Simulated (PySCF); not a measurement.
# Excitation energy of Te by level of theory

Te [Kr] 4d10 5s2 5p4 (3P) → Te [Kr] 4d10 5s1 5p4 5d1 (high-spin determinant), as a difference of total energies. Calculation: PySCF 2.14, in aug-cc-pwCVDZ-PP with ECP28MDF (6s5p4d1f, 48 functions); a scalar-relativistic core potential. Correlated levels: valence: 4s2 4p6 4d10 frozen. The calculations carry no spin-orbit coupling.

```tsv
method	excitation energy (eV)
UHF	15.760
MP2 (valence)	16.151
SCS-MP2 (valence)	16.167
CCSD (valence)	15.480
CCSD(T) (valence)	15.316
```

Question: How much does correlation contribute at CCSD(T) (valence)?

Answer: 15.316 − (15.760) = -0.444 eV, measured against UHF.

The upper state lies above the first ionisation limit, where it may autoionise and the basis confines it.

The promoted electron is Rydberg-like, and one or two diffuse shells describe it only roughly, which tends to raise the upper state.

The coupled-cluster amplitudes are large for the upper state (T1 above 0.03 or a double amplitude above 0.15), so a single reference is strained.

The determinant of the upper state mixes LS terms, which raises its energy above the lowest term, most at the Hartree-Fock and MP2 levels.
